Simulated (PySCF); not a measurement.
Te(OH)(NMe2) (C2H7NOTe), SMILES CN(C)[Te]O. Geometry optimised at PBE-D3(BJ)/def2-SVP. The structure was generated by enumeration, and PubChem lists no compound with its InChIKey, so it may never have been made. The def2 effective core potentials stand for the cores of Te; spin–orbit coupling is left out. One conformer was computed; it need not be the lowest.

Method: PBE-D3(BJ)/def2-SVP in PySCF 2.14.0.

Harmonic wavenumbers (cm⁻¹): 94, 96, 197, 217, 280, 287, 315, 436, 522, 536, 937, 960, 1030, 1066, 1102, 1202, 1212, 1364, 1384, 1395, 1409, 1420, 1438, 2897, 2906, 2968, 2974, 3069, 3075, 3674. Rotational constants (GHz): 4.395, 1.697, 1.636; symmetry number 1.

Question: Work out the zero-point energy and the ideal-gas rigid-rotor harmonic-oscillator thermochemistry at 298.15 K and 1 atm.

Answer: ZPE = ½ Σ hcν = ½ × 40461 cm⁻¹ = 242.01 kJ/mol. H − E(el) = 264.56 kJ/mol. Entropy in J/(mol K): translation 174.10, rotation 115.76, vibration 76.50, total 366.36. G − E(el) = 155.33 kJ/mol. Cp = 113.70 J/(mol K). Modes under 150 cm⁻¹ make the vibrational entropy uncertain.
